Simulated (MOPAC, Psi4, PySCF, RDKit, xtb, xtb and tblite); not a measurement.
Two geometries of SMILES CC(C)[SiH2]OC (C4H12OSi), relaxed at GFN2-xTB with one dihedral held; other torsions can differ between them too.

Structure A

```
18

C     -3.0671     0.5939     0.6435
O     -1.7289     0.5917     0.2482
Si    -0.7667    -0.6199    -0.2455
C     -1.6510    -1.8694    -1.3951
C     -2.2036    -1.1901    -2.6489
C     -0.7292    -3.0188    -1.7963
H     -3.4179     1.6273     0.6385
H     -3.6862     0.0023    -0.0344
H     -3.1697     0.1883     1.6537
H     -0.2668    -1.3797     0.9096
H      0.2641     0.1547    -0.9208
H     -2.5003    -2.3065    -0.8534
H     -1.3909    -0.7868    -3.2497
H     -2.7580    -1.9006    -3.2625
H     -2.8713    -0.3700    -2.3918
H     -1.2552    -3.7351    -2.4268
H     -0.3575    -3.5424    -0.9190
H      0.1263    -2.6409    -2.3518
```

Structure B

```
18

C      3.0725     0.5559     0.3099
O      1.6990     0.5332     0.0739
Si     0.6702    -0.7199     0.0074
C     -0.9129    -0.1261     0.8809
C     -0.6884     0.1204     2.3722
C     -2.0434    -1.1287     0.6779
H      3.3582     1.5804     0.5529
H      3.6196     0.2335    -0.5803
H      3.3418    -0.1009     1.1394
H      0.4417    -1.0698    -1.3979
H      1.2153    -1.8953     0.7014
H     -1.2273     0.8233     0.4337
H     -0.4103    -0.8040     2.8755
H     -1.5965     0.5003     2.8402
H      0.1047     0.8487     2.5264
H     -2.9623    -0.7791     1.1476
H     -2.2374    -1.2823    -0.3809
H     -1.7836    -2.0901     1.1157
```

Question: Which is lower in energy at the level B3LYP-D3(BJ)/def2-SVP // GFN2-xTB in Psi4, and by how much?

Answer: B is lower, by 0.92 kcal/mol (dihedral C1–O2–Si3–C4: 40° in A, 140° in B).

E(B) − E(A) in kcal/mol at the other levels, on the same two geometries: GFN2-xTB (xtb and tblite) -0.34; MMFF94 // GFN2-xTB (RDKit) -0.95; B3LYP/def2-SVP // GFN2-xTB (Psi4) -1.34; PBE/def2-SVP // GFN2-xTB (Psi4) -1.10; PBE-D3(BJ)/def2-SVP // GFN2-xTB (Psi4) -0.84; UFF // GFN2-xTB (RDKit) -2.52; PM3, restricted, heats of formation // GFN2-xTB (MOPAC) 0.00; PM6, restricted, heats of formation // GFN2-xTB (MOPAC) 1.93; GFN1-xTB // GFN2-xTB (xtb) 0.72; restricted B3LYP/6-31G*, spherical d, density fitting // GFN2-xTB (PySCF) -1.01; restricted Hartree-Fock/6-31G*, spherical d, density fitting // GFN2-xTB (PySCF) -1.50; restricted MP2 (frozen core)/6-31G*, spherical d // GFN2-xTB (PySCF) -0.87; restricted Hartree-Fock/LANL2DZ, with its core potentials past Ne // GFN2-xTB (PySCF) -1.54.
